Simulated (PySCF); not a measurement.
Compound: C7H9FO.
Geometry (PBE0-D3(BJ)/def2-SVP, Å), atoms numbered from 1 in this order:
```xyz
18
C7H9FO angstrom
C     -1.2720    1.9329    0.5316
C     -0.7929    0.7717    0.0809
C     -1.3441   -0.5729   -0.1649
C     -2.5203   -1.1746    0.0270
C     -0.0054   -1.0745   -0.6695
F      0.5399   -2.1085    0.0370
C      0.6006    0.3354   -0.3395
O      1.5140    0.3762    0.6996
C      2.7972   -0.0540    0.3413
H     -2.3243    2.0470    0.8048
H     -0.6180    2.7997    0.6533
H     -3.3746   -0.6348    0.4444
H     -2.6555   -2.2332   -0.2082
H      0.0129   -1.3382   -1.7411
H      0.9919    0.8549   -1.2391
H      2.8124   -1.1198    0.0565
H      3.4467    0.0864    1.2159
H      3.2047    0.5419   -0.4992
```

All values: CAM-B3LYP/def2-SVPD (PySCF, non-relativistic), on one gas-phase PBE0-D3(BJ)/def2-SVP geometry that isn't relaxed in the solvent. The solvent is an IEF-PCM continuum (Bondi radii, 1.10 Å for H, scaled by 1.2), and excitations are vertical TDDFT with non-equilibrium linear response and a frozen core. The model holds no explicit solvent molecules, cavitation or dispersion.

Gas-phase singlets (H = HOMO, L = LUMO):

| state | E (eV) | λ (nm) | f | leading configurations |
| --- | --- | --- | --- | --- |
| S1 | 5.200 | 238 | 0.306 | H→L 95% |
| S2 | 5.329 | 233 | 0.024 | H-1→L 92% |
| S3 | 6.284 | 197 | 0.004 | H-2→L 52%, H-3→L 18% |
| S4 | 6.328 | 196 | 0.008 | H-4→L 45%, H-2→L 31% |
| S5 | 6.845 | 181 | 0.005 | H→L+1 71%, H→L+2 23% |

How does the list change in dichloromethane (ε = 8.93)?

| state | E (eV) | λ (nm) | f | leading configurations | change by rank (eV) |
| --- | --- | --- | --- | --- | --- |
| S1 | 5.026 | 247 | 0.392 | H→L 98% | -0.174 |
| S2 | 5.396 | 230 | 0.012 | H-1→L 95% | +0.067 |
| S3 | 6.263 | 198 | 0.006 | H-3→L 37%, H-2→L 31% | -0.021 |
| S4 | 6.330 | 196 | 0.010 | H-2→L 52%, H-4→L 26% | +0.002 |
| S5 | 6.899 | 180 | 0.006 | H→L+1 72%, H→L+2 22% | +0.054 |

What are the lowest 5 singlets in dimethylsulfoxide (ε = 46.83)?

| state | E (eV) | λ (nm) | f | leading configurations | change by rank (eV) |
| --- | --- | --- | --- | --- | --- |
| S1 | 5.014 | 247 | 0.399 | H→L 98% | -0.186 |
| S2 | 5.407 | 229 | 0.013 | H-1→L 95% | +0.078 |
| S3 | 6.257 | 198 | 0.006 | H-3→L 41%, H-2→L 29% | -0.027 |
| S4 | 6.327 | 196 | 0.011 | H-2→L 54%, H-4→L 23% | -0.001 |
| S5 | 6.905 | 180 | 0.006 | H→L+1 73%, H→L+2 21% | +0.060 |

The ground-state energy changes by -0.264 eV from gas to dimethylsulfoxide. By how much does the total energy of gas-phase S1 change?

E(S1) = E(S0) + excitation energy, so it changes by -0.264 − 0.186 = -0.450 eV: it is lowered more than the ground state, which is what a red shift means. This is the vertical state, with the slow part of the continuum still set for S0.

How do the frontier levels move from gas to dimethylsulfoxide?

```tsv
orbital	gas (eV)	solvent (eV)	change (eV)
LUMO+2	1.71	1.90	+0.19
LUMO+1	1.40	1.48	+0.08
LUMO	-0.62	-0.56	+0.06
HOMO	-8.29	-8.27	+0.02
HOMO-1	-8.94	-8.99	-0.05
HOMO-2	-10.32	-10.33	-0.01
HOMO-3	-10.65	-10.61	+0.04
```

The HOMO–LUMO gap goes from 7.67 to 7.70 eV.
